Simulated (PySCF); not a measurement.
A structure optimised at PBE0-D3(BJ)/def2-SVP, used in a PySCF frequency run:

```xyz
11

B      0.0000    -1.2833    -0.8073
N      0.0000     0.0000    -1.3665
B      0.0000     1.2833    -0.8073
N      0.0000     1.2294     0.6312
B      0.0000     0.0000     1.3615
N      0.0000    -1.2294     0.6312
H      0.0000    -2.3148    -1.4332
H      0.0000     2.3148    -1.4332
H      0.0000     2.1020     1.1450
H      0.0000     0.0000     2.5706
H      0.0000    -2.1020     1.1450
```
Charge 0, spin multiplicity 2.

Q: Write its SMILES, formula and point group.

A: B1[N]BNBN1, B3H5N3, C2v

Q: What are its rotational constants (standard atomic weights)?

A: 5.9574, 5.1750, 2.7694 GHz
